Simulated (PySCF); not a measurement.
Level of theory: PBE-D3(BJ)/def2-TZVP // B3LYP-D3(BJ)/def2-TZVP (PySCF 2.14.0). All species are isolated molecules in the gas phase. One relaxed conformer stands for a flexible species; it need not be the lowest. 

Reference species (SMILES): `[H]/N=C\CN` (neutral, multiplicity 1).

```json
{
 "LUMO": "-1.37 eV",
 "HOMO–LUMO gap": "4.15 eV"
}
```

Changed species: `[H]/N=C\NC` (C–N–C–N torsion 6°).

Question: Predict the effect on the LUMO and HOMO–LUMO gap.

Answer: the LUMO goes up by 1.35 eV, to -0.02 eV; the HOMO–LUMO gap rises by 1.32 eV, to 5.47 eV.
